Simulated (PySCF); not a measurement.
# Mayer bond orders and bond lengths

Compound: SF6.
SMILES with atom numbers: `[F:1][S:2]([F:3])([F:4])([F:5])([F:6])[F:7]`

Structure used (PBE0-D3(BJ)/def2-TZVP), in Å, numbered top down from 1:
```xyz
7
SF6 angstrom
F     -0.715    1.366    0.355
S      0.005   -0.004    0.121
F      1.283    0.752   -0.372
F     -0.540   -0.039   -1.346
F      0.550    0.032    1.588
F      0.725   -1.374   -0.113
F     -1.273   -0.762    0.615
```

Bond orders from the PBE0/pcSseg-2 density (PySCF). Isolated species at its PBE0-D3(BJ)/def2-TZVP geometry, gas phase.

Problem. How far do the computed orders between heavy atoms stray from the drawn ones?

Solution. The largest departure is 0.005, at S2–F3 (drawn single, 0.995), S2–F4 (drawn single, 0.995), S2–F5 (drawn single, 0.995), S2–F6 (drawn single, 0.995) and 2 more.

Problem. Set the Mayer orders of the bonds beside their lengths.

Solution. 
```csv
bond,drawn as,length (Å),Mayer order
F1–S2,single,1.565,0.996
S2–F3,single,1.565,0.995
S2–F4,single,1.565,0.995
S2–F5,single,1.566,0.995
S2–F6,single,1.565,0.995
S2–F7,single,1.565,0.995
```

Problem. Sum the orders of all bonds at each heavy atom with more than one neighbour and set the sums beside the valence in the SMILES.

Solution. S2 5.971 (drawn 6). Orders between atoms that aren't bonded are not in these sums.

For a closed shell the Mayer order of atoms A and B is Σ (PS)μν (PS)νμ over the basis functions μ on A and ν on B, with P the density and S the overlap matrix.
